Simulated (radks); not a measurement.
Values are calculated unless marked as measured or tabulated.
Sc V, configuration [Ne] 3s2 3p5.

Level of theory: Dirac Kohn-Sham, LDA (Slater exchange, Perdew-Wang correlation), spin-unpolarised, spherical densities, finite nucleus; open shells are shared between the two j in proportion to 2j + 1; Fermi nuclear charge, rms radius 3.5459 fm (a radial shooting solver on a logarithmic mesh with Libxc functionals).

Energy parts (eV):
part                      energy
total                 -20624.880
kinetic                20797.551
electron-nucleus      -48157.020
Hartree                 7702.258
exchange-correlation    -967.668

Orbitals (lengths in bohr, moments of r in powers of bohr):
orbital     occ.  eigenvalue (eV)      <r^4>      <r>  <1/r>  small-component weight
1s1/2          2        -4441.471  0.0001336  0.07320  20.73                5.62e-03
2s1/2          2        -529.2288    0.03470   0.3441  4.298                9.61e-04
2p1/2          2        -447.5117    0.02778   0.3060  4.235                9.44e-04
2p3/2          4        -442.8733    0.02859   0.3086  4.186                9.34e-04
3s1/2          2        -105.3991      2.344    1.033  1.365                2.13e-04
3p1/2    1.66667         -83.7975      3.088    1.085  1.264                1.89e-04
3p3/2    3.33333         -83.2018      3.155    1.091  1.254                1.87e-04

The highest occupied level is 3p3/2 at -83.202 eV. Summed over all electrons, <r^2> = 10.34 bohr^2, which gives a Langevin (diamagnetic) susceptibility term of -8.19 x 10^-6 cm^3/mol. For comparison, the ionisation energy in NIST's Atomic Spectra Database is 91.95 eV (semi-empirical). In exact Kohn-Sham theory the highest level is minus the ionisation energy, but local and semilocal functionals leave it too shallow, through self-interaction and a potential that decays too fast; potentials with the right tail come closer.

Beside tabulated values, note that spin-unpolarised runs miss the spin-polarisation part of the exchange energy of open shells.
